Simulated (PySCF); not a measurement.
C3H12BNSi, SMILES CB(C)C[SiH2]N, GFN2-xTB optimised geometry.

```
18

Si    -1.14    -1.84     1.82
N     -2.12    -0.63     2.57
C     -0.86    -1.29     0.02
B     -0.08     0.06     0.00
C     -0.86     1.44     0.00
C      1.50     0.06     0.00
H      0.16    -2.08     2.48
H     -1.93    -3.07     1.88
H     -1.91     0.34     2.40
H     -2.42    -0.76     3.52
H     -1.84    -1.23    -0.45
H     -0.31    -2.10    -0.46
H     -0.52     2.10     0.80
H     -1.94     1.34     0.09
H     -0.66     1.98    -0.93
H      1.86    -0.08    -1.02
H      1.94     0.99     0.36
H      1.91    -0.76     0.58
```

Density from CAM-B3LYP/def2-SVP (PySCF) at that geometry.

Minimum of the electron density along straight lines between bonded atoms, close to the bond critical point (lines longer than 1.1 times the sum of covalent radii, or with two minima, are not listed):

| bond | length / Å | ρ at the minimum / e bohr⁻³ | ∇²ρ there / e bohr⁻⁵ | position (fraction from the first atom) |
|---|---|---|---|---|
| Si1–N2 | 1.722 | 0.124 | ___ | 0.40 |
| Si1–C3 | 1.912 | ___ | 0.28 | 0.38 |
| C3–B4 | 1.554 | 0.184 | -0.08 | 0.68 |
| B4–C5 | 1.583 | 0.179 | -0.14 | 0.32 |
| B4–C6 | 1.582 | 0.179 | -0.14 | 0.32 |
| Si1–H7 | 1.476 | 0.116 | 0.31 | 0.49 |
| Si1–H8 | 1.467 | 0.117 | 0.32 | 0.49 |
| N2–H9 | 1.007 | 0.330 | -1.53 | 0.77 |
| N2–H10 | 1.007 | 0.331 | -1.53 | 0.77 |
| C3–H11 | 1.089 | 0.269 | -0.94 | 0.62 |
| C3–H12 | 1.089 | 0.267 | -0.93 | 0.62 |
| C5–H13 | 1.090 | 0.268 | -0.95 | 0.62 |
| C5–H14 | 1.088 | 0.273 | -0.98 | 0.62 |
| C5–H15 | 1.090 | 0.267 | -0.94 | 0.62 |
| C6–H16 | 1.091 | 0.266 | -0.93 | 0.62 |
| C6–H17 | 1.088 | 0.272 | -0.98 | 0.62 |
| C6–H18 | 1.089 | 0.271 | -0.97 | 0.62 |

Question: Fill in the missing entries.

Answer: 
- Si1–N2, ∇²ρ there / e bohr⁻⁵: 0.75
- Si1–C3, ρ at the minimum / e bohr⁻³: 0.107
